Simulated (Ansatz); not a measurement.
Consider the ligand exchange at a Ti–N bond: `[NH2][Ti]([OH])([F])[Cl]` + H₂S → `[OH][Ti]([F])([SH])[Cl]` + NH₃.

Program: Ansatz. Geometries: PBE0-D4/def2-TZVP. ΔE: electronic, gas phase. CCSD(T)/CBS adds triple-zeta CCSD(T) − MP2 to the extrapolated MP2 energy (def2 sets, frozen cores). This one scheme is used for every species. Functionals use def2-TZVPP. B3LYP here is the variant with VWN-RPA as its local correlation; programs differ in this. For Ti outer-core shells are correlated without core-valence functions, which leaves a few kJ/mol of doubt a bond. Scalar relativity is left out up to krypton. One conformer a species, not always the lowest.

Task: Is it downhill or uphill in electronic energy at CCSD(T)/CBS, and by how much? (Best estimate.)

Result: Computed: Downhill: ΔE = -0.21 eV.

Task: What do these levels give: r2SCAN-D4, B3LYP-D4, ωB97X-V, ωB97M-V, B2PLYP, PBE0, B3LYP, SCS-MP2/def2-TZVPP, CCSD/def2-TZVPP, HF/def2-QZVPP, MP2/def2-QZVPP, MP2/CBS(def2)? (An estimate is asked.)

Result: Ansatz gave: r2SCAN-D4 -0.27, B3LYP-D4 -0.21, ωB97X-V -0.15, ωB97M-V -0.17, B2PLYP -0.25, PBE0 -0.24, B3LYP -0.19, SCS-MP2/def2-TZVPP -0.22, CCSD/def2-TZVPP -0.13, HF/def2-QZVPP -0.06, MP2/def2-QZVPP -0.28, MP2/CBS(def2) -0.29 eV.

Largest T1 diagnostic among the species: 0.025, so the coupled-cluster value is less sure than usual.

In def2-TZVPP, CCSD(T) changes the Hartree–Fock value by −0.14 eV (the triples alone add −0.08 eV) and MP2 by −0.22 eV. From PBE to PBE0 (25 % exact exchange), in def2-TZVPP and without D4, ΔE moves by +0.03 eV.
